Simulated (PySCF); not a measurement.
Molecule: `C[SiH](C)[SiH2]O`, C2H10OSi2.

Molfile (atoms numbered from 1):
```
C2H10OSi2
     RDKit          3D

 15 14  0  0  0  0  0  0  0  0999 V2000
    1.5521   -1.0385   -0.9843 C   0  0  0  0  0  0  0  0  0  0  0  0
    0.3879    0.4142   -0.6893 Si  0  0  0  0  0  4  0  0  0  0  0  0
    1.0917    1.5945    0.6006 C   0  0  0  0  0  0  0  0  0  0  0  0
   -1.6620   -0.4069    0.0831 Si  0  0  0  0  0  4  0  0  0  0  0  0
   -1.2681   -1.2011    1.5108 O   0  0  0  0  0  0  0  0  0  0  0  0
    1.1509   -1.7191   -1.7508 H   0  0  0  0  0  0  0  0  0  0  0  0
    2.5433   -0.6928   -1.3175 H   0  0  0  0  0  0  0  0  0  0  0  0
    1.6789   -1.6111   -0.0524 H   0  0  0  0  0  0  0  0  0  0  0  0
    0.1568    1.1499   -1.9773 H   0  0  0  0  0  0  0  0  0  0  0  0
    1.2096    1.0705    1.5619 H   0  0  0  0  0  0  0  0  0  0  0  0
    0.4214    2.4528    0.7604 H   0  0  0  0  0  0  0  0  0  0  0  0
    2.0760    1.9804    0.2922 H   0  0  0  0  0  0  0  0  0  0  0  0
   -2.3107   -1.3488   -0.8924 H   0  0  0  0  0  0  0  0  0  0  0  0
   -2.6616    0.6868    0.3362 H   0  0  0  0  0  0  0  0  0  0  0  0
   -1.9941   -1.6139    1.9875 H   0  0  0  0  0  0  0  0  0  0  0  0
  1  2  1  0
  2  3  1  0
  2  4  1  0
  4  5  1  0
  1  6  1  0
  1  7  1  0
  1  8  1  0
  2  9  1  0
  3 10  1  0
  3 11  1  0
  3 12  1  0
  4 13  1  0
  4 14  1  0
  5 15  1  0
M  END
```

Geometry PBE0-D3(BJ)/def2-SVP throughout; GIAO in PySCF 2.14.0 with density-fitted response routines, gas phase, one conformer, non-relativistic; equivalent atoms averaged; functional PBE0.

For orientation, def2-TZVP gives these shifts δ (against TMS, H2O at the same level): C1/C3 -5.9, Si4 -19.4, Si2 -43.8, O5 1.7, H13/H14 5.64, H9 4.35, H6/H7/H8/H10/H11/H12 0.31, H15 -0.11 ppm.

A run gave: C1/C3 -5.6, Si4 -17.3, Si2 -41.8, O5 -2.9, H13/H14 5.64, H9 4.32, H6/H7/H8/H10/H11/H12 0.34, H15 -0.26 ppm (shifts δ (against TMS, H2O at the same level)).

Task: Which basis set was used in that run?
A. def2-SVP
B. 6-31G
C. STO-3G
D. 6-311+G(2d,p)

Result: D. H9 tells them apart best: 6-311+G(2d,p) gives 4.32, 6-31G gives 3.68, STO-3G gives 1.85, def2-SVP gives 4.01 ppm.
